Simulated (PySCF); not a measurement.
**Nuclear quadrupole coupling in `C/N=C/CO[SiH2]OC`**

C4H11NO2Si.
Structure used (PBE0-D3(BJ)/def2-SVP), in Å, numbered top down from 1:
```xyz
19
C4H11NO2Si angstrom
C      2.9039    0.9762    0.9251
N      2.4606   -0.0889    0.0736
C      1.2776   -0.0641   -0.3662
C      0.7572   -1.1302   -1.2853
O     -0.5058   -1.5984   -0.8822
Si    -1.9512   -0.8697   -1.2491
O     -2.1861    0.5451   -0.4162
C     -2.4120    0.6299    0.9648
H      2.1332    1.7471    1.1277
H      3.2468    0.5566    1.8850
H      3.7820    1.4662    0.4735
H      0.5611    0.7486   -0.1141
H      0.7165   -0.7206   -2.3162
H      1.4709   -1.9673   -1.2882
H     -1.9699   -0.4734   -2.6829
H     -2.9900   -1.8650   -0.8726
H     -2.7814    1.6386    1.2035
H     -1.4845    0.4585    1.5401
H     -3.1663   -0.1013    1.3093
```

Field gradients from the PBE0/pcSseg-1 density (PySCF, non-relativistic), principal values in atomic units, ordered |Vxx| ≤ |Vyy| ≤ |Vzz|:

```json
{"atom": "N2", "Vxx": "0.3517", "Vyy": "0.7610", "Vzz": "-1.1127"}
{"atom": "O5", "Vxx": "-0.5792", "Vyy": "-1.1270", "Vzz": "1.7062"}
{"atom": "O7", "Vxx": "-0.5652", "Vyy": "-1.1488", "Vzz": "1.7141"}
```

Q: Find the asymmetry η = (Vxx − Vyy)/Vzz and the couplings χ = eQV/h (234.96 MHz × Q in barn × V in au), with Q(14N) = 0.02044 b, Q(17O) = −0.0256 b.

A: 
| atom | environment | nucleus | η | χzz (MHz) | χxx (MHz) | χyy (MHz) |
| --- | --- | --- | --- | --- | --- | --- |
| N2 | imine nitrogen | 14N | 0.37 | -5.34 | 1.69 | 3.65 |
| O5 | silyl ether oxygen | 17O | 0.32 | -10.26 | 3.48 | 6.78 |
| O7 | silyl ether oxygen | 17O | 0.34 | -10.31 | 3.40 | 6.91 |

Q: What is Vzz at O5 in SI units (1 au = 9.71736 × 10²¹ V/m²)?

A: 1.7062 au = 16.580 × 10²¹ V/m².

Q: And the gradient at the other heavy atoms, for which no coupling is worked out here?

A: 
| atom | environment | Vzz (au) | η |
| --- | --- | --- | --- |
| C1 | N-methyl carbon | 0.207 | 0.02 |
| C3 | imine carbon | 0.357 | 0.33 |
| C4 | sp3 carbon bound to oxygen | 0.395 | 0.24 |
| Si6 | oxygen-bound silicon | -0.469 | 0.66 |
| C8 | methoxy carbon | 0.405 | 0.06 |

Q: What couplings would deuterons (Q(2H) = 0.00286 b) have in place of the hydrogens, at this geometry?

A: 
```
atom  bonded to  bond length (Å)  Vzz (au)     η  χzz (kHz)
  H9         C1            1.109    0.2718  0.08        183
 H10         C1            1.102    0.2851  0.05        192
 H11         C1            1.102    0.2853  0.05        192
 H12         C3            1.112    0.2621  0.07        176
 H13         C4            1.110    0.2650  0.07        178
 H14         C4            1.100    0.2795  0.05        188
 H15        Si6            1.488    0.1389  0.02         93
 H16        Si6            1.487    0.1392  0.02         94
 H17         C8            1.100    0.2844  0.07        191
 H18         C8            1.105    0.2755  0.08        185
 H19         C8            1.106    0.2743  0.10        184
```

Isolated species at its PBE0-D3(BJ)/def2-SVP geometry (one conformer only). With a basis this small, the couplings can be 20 % off.
